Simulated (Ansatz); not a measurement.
AlClH5NSi, SMILES `[SiH3][NH][AlH][Cl]`, one more setting.

```yaml
crystal:
  periodic: [false, false, false]
  atoms:
    - {symbol: Si, position_ang: [-0.159316, 0.779592, -1.179306]}
    - {symbol: N, position_ang: [-0.206874, -0.613268, -0.151885]}
    - {symbol: Al, position_ang: [0.277014, -0.858869, 1.533774]}
    - {symbol: Cl, position_ang: [1.071887, 0.755942, 2.601440]}
    - {symbol: H, position_ang: [0.683651, 0.539398, -2.383314]}
    - {symbol: H, position_ang: [-1.519850, 1.149380, -1.659031]}
    - {symbol: H, position_ang: [0.408738, 1.904100, -0.398075]}
    - {symbol: H, position_ang: [-0.582070, -1.440447, -0.601164]}
    - {symbol: H, position_ang: [0.115419, -2.262027, 2.220462]}
basis:
  gaussian: {orbitals: cc-pVDZ}
magnetization: {spin_polarized: false, initial_magnetization: 2}
hamiltonian: {xc: {name: PBE0}}
output: {forces: true}
```

```sh
$ ansatz run in.yaml --threads 2 --pin off --events-out ev --progress --plain --max-ram 4352MiB
```

Shortened log:

```
Functional definition: PBE0
911 factors; integrals over basis functions are off by at most 9.0e-4 eV
mean field evaluation 1: about -28542.6578 eV, gradient 5.9e1 eV
mean field evaluation 2: about -28542.7948 eV, gradient 5.9e1 eV
mean field evaluation 4: about -28552.1869 eV, gradient 1.5e1 eV
mean field evaluation 8: about -28549.7003 eV, gradient 3.1e1 eV
mean field evaluation 16: about -28553.6255 eV, gradient 4.5e-2 eV
mean field evaluation 64: about -28553.5948 eV, gradient 7.5e-1 eV
mean field evaluation 128: about -28553.6182 eV, gradient 7.0e-1 eV
mean field -28553.62551108 eV, -1049.3263831896 hartree, gradient 2.3e-6 eV, S^2 2.000000; 10 other end points of the search recorded, 0 dependent functions left out
reference -28553.62554674 eV, -1049.3263845001 hartree; 29, 27 occupied and 64, 66 virtual orbitals, 911 factors
Total energy: -28553.62554674 eV, -1049.3263845001 hartree
Atom 0 at    -0.159316     0.779592    -1.179306 Å, force     0.320186     2.091592    -0.788536 eV/Å
Atom 1 at    -0.206874    -0.613268    -0.151885 Å, force    -1.081109     0.055420    -3.362419 eV/Å
Atom 2 at     0.277014    -0.858869     1.533774 Å, force     0.813132    -2.062475     4.253177 eV/Å
Atom 3 at     1.071887     0.755942     2.601440 Å, force     0.473026     1.311147     0.332204 eV/Å
Atom 4 at     0.683651     0.539398    -2.383314 Å, force     0.106911    -0.372332    -0.103715 eV/Å
Atom 5 at    -1.519850     1.149380    -1.659031 Å, force    -0.305538    -0.258490     0.032281 eV/Å
Atom 6 at     0.408738     1.904100    -0.398075 Å, force     0.036465    -0.001751     0.112979 eV/Å
Atom 7 at    -0.582070    -1.440447    -0.601164 Å, force    -0.246279    -0.613320    -0.234905 eV/Å
Atom 8 at     0.115419    -2.262027     2.220462 Å, force    -0.116792    -0.149790    -0.241066 eV/Å
Dipole moment:    -0.422915     0.221723    -1.483692 e Å
```

Hardware: 2 threads of an Arm Neoverse V1 on a shared host. Wall time 24 s, peak host memory 0.42 GiB.
